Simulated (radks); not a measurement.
Results of a calculation; reference values are marked as such.
Q: These are the eigenvalues of the occupied orbitals of an atom or ion with whole-number occupations (eV). Level of theory: scalar-relativistic Kohn-Sham, LDA (Slater exchange, Perdew-Wang correlation), spin-polarised, spherical densities, finite nucleus; Fermi nuclear charge, rms radius of each element as measured or else 0.836 A^(1/3) + 0.57 fm (a radial shooting solver on a logarithmic mesh with Libxc functionals).

1s up: -90554.86
1s down: -90554.83
2s up: -16279.94
2s down: -16279.92
2p up: -13939.58
2p down: -13939.56
3s up: -3935.727
3s down: -3935.708
3p up: -3266.742
3p down: -3266.722
3d up: -2591.912
3d down: -2591.894
4s up: -908.7768
4s down: -908.7477
4p up: -689.4044
4p down: -689.3726
4d up: -438.0697
4d down: -438.0346
5s up: -166.0473
5s down: -165.9674
4f up: -161.1138
4f down: -161.0747
5p up: -104.1342
5p down: -104.0395
5d up: -35.3997
5d down: -35.1396
6s up: -22.8459
6s down: -21.8079
6p up: -12.1895

Which element is it, and in what charge state? The configuration may be excited. Open shells, if any, are filled with parallel spins first.

A: Z = 83, bismuth, charge +1: Bi+ in [Hg] 6p2. The list shows which subshells hold electrons but not how many an open one holds; the 1s level, -3327.8 hartree, gives Z - s = 81.6 by -(Z - s)^2/2, which with screening and relativity narrows Z to a few neighbours, and the depths of the outer levels then fix element, charge and occupations together.
